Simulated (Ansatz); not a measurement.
A run for Ansatz (an electronic-structure program): R-CCSD(T)/aug-cc-pVDZ on C2H6BN (a complex), monomers drawn apart or pushed together.

Ansatz 0.2 input:
```yaml
crystal:
  periodic: [false, false, false]
  atoms:
    - {symbol: B, position_ang: [-0.36909182, 0.18655702, 0.06854439]}
    - {symbol: H, position_ang: [0.49231734, -0.27412389, -0.64166944]}
    - {symbol: H, position_ang: [-1.46553805, -0.26248684, -0.16558581]}
    - {symbol: H, position_ang: [-0.35145446, 1.39341045, 0.11158590]}
    - {symbol: C, position_ang: [0.83326710, -1.45554698, 5.05153803]}
    - {symbol: C, position_ang: [0.50964304, -1.01382326, 3.71070383]}
    - {symbol: N, position_ang: [0.25432683, -0.66518639, 2.65267050]}
    - {symbol: H, position_ang: [1.71862976, -2.09192677, 5.02976811]}
    - {symbol: H, position_ang: [1.03115966, -0.59337662, 5.68936395]}
    - {symbol: H, position_ang: [-0.00076722, -2.02147129, 5.46799391]}
basis:
  gaussian:
    orbitals: aug-cc-pVDZ
magnetization: {spin_polarized: false}
correlation: {method: ccsd_t, electrons: outside_noble_gas}
scf: {lower_state_search: off}
```

Program output:

```
WARN ansatz: RAYON_NUM_THREADS=1 ignored (pool sized by the plan → 1); use --threads N
Functional definition: HF
these checks for a lower state are left out or cut short: stability, starts, cluster_reference, orbital_swaps, neighbouring_geometries, increment
integrals: 0.39 GiB planned
1438 factors; integrals over basis functions are off by at most 9.7e-4 eV
mean field: 0.36 GiB planned
mean field evaluation 1: about -4305.1691 eV, gradient 3.2e1 eV
mean field evaluation 2: about -4305.1689 eV, gradient 3.2e1 eV
mean field evaluation 4: about -4308.0301 eV, gradient 5.3e0 eV
mean field evaluation 8: about -4308.1235 eV, gradient 2.8e-4 eV
mean field -4308.12352904 eV, -158.3206195411 hartree, gradient 2.6e-6 eV, S^2 0.000000; 0 other end points of the search recorded, 0 dependent functions left out
4 core orbitals not correlated
reference -4308.12352904 eV, -158.3206195411 hartree; 11, 11 occupied and 131, 131 virtual orbitals, 1438 factors
second order -14.59116776 eV of doubles, -0.00000000 eV of singles
coupled cluster: 1.28 GiB planned
cycle   1  -15.18357097 eV  change   -5.9e-1 eV  update   9.8e-2
cycle   2  -15.70315329 eV  change   -5.2e-1 eV  update   3.0e-2
cycle   3  -15.81414085 eV  change   -1.1e-1 eV  update   1.4e-2
cycle   4  -15.81365259 eV  change    4.9e-4 eV  update   3.7e-3
cycle   5  -15.81671928 eV  change   -3.1e-3 eV  update   1.4e-3
cycle   6  -15.81684808 eV  change   -1.3e-4 eV  update   3.5e-4
cycle   7  -15.81688314 eV  change   -3.5e-5 eV  update   1.0e-4
cycle   8  -15.81695046 eV  change   -6.7e-5 eV  update   3.4e-5
cycle   9  -15.81695301 eV  change   -2.5e-6 eV  update   1.2e-5
perturbative correction -0.56499343 eV, -0.0207631257 hartree
Total energy: -4324.50547548 eV, -158.9226449686 hartree
Checks for a lower state left out: stability, starts, cluster_reference, orbital_swaps, neighbouring_geometries, increment
```

The calculation finished and met its thresholds.

Cost: around 13 core-seconds (rough).
